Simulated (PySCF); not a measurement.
Compound: methyltrichlorosilane, CH3Cl3Si.
Structure used (PBE0-D3(BJ)/def2-SVP), in Å, numbered top down from 1:
```xyz
8
CH3Cl3Si angstrom
C      0.2219   -0.0851    0.1932
Si    -1.6227   -0.0356    0.1564
Cl    -2.3878   -0.4710    2.0120
Cl    -2.3609   -1.3998   -1.1853
Cl    -2.2759    1.8295   -0.3973
H      0.6299    0.1556   -0.7996
H      0.5954    0.6505    0.9212
H      0.5678   -1.0865    0.4891
```

Computed, not measured: core-valence-separated Tamm–Dancoff BHandHLYP/aug-pcX-1 (pcseg-1 on H, def2-SVPD on Si, def2-SVPD on Cl) in PySCF, non-relativistic, gas phase, PBE0-D3(BJ)/def2-SVP geometry. The energies are unshifted.

The lowest roots of each edge with f over 0.003 (five at most, numbered afresh; weaker and dark ones are left out), with transition dipoles (au) in the frame of the coordinates:

```csv
root,edge,E (eV),f,μx,μy,μz
1,C,285.94,0.0356,-0.0713,0.0014,-0.0027
2,C,286.30,0.0235,0.0031,0.0333,-0.0473
3,C,286.31,0.0239,0.0007,-0.0478,-0.0335
4,C,286.75,0.0129,0.0009,0.0399,0.0155
5,C,286.76,0.0131,0.0007,0.0156,-0.0402
```

Molecules are fixed in this frame and the field points along x. What effective strengths 3 f cos²θ do the roots have (θ between field and μ)?

root 1 (C1): 0.107, root 2 (C1): 0.000, root 3 (C1): 0.000, root 4 (C1): 0.000, root 5 (C1): 0.000. Root 1 is the strongest. Averaged over all orientations cos²θ is 1/3, which gives f back.

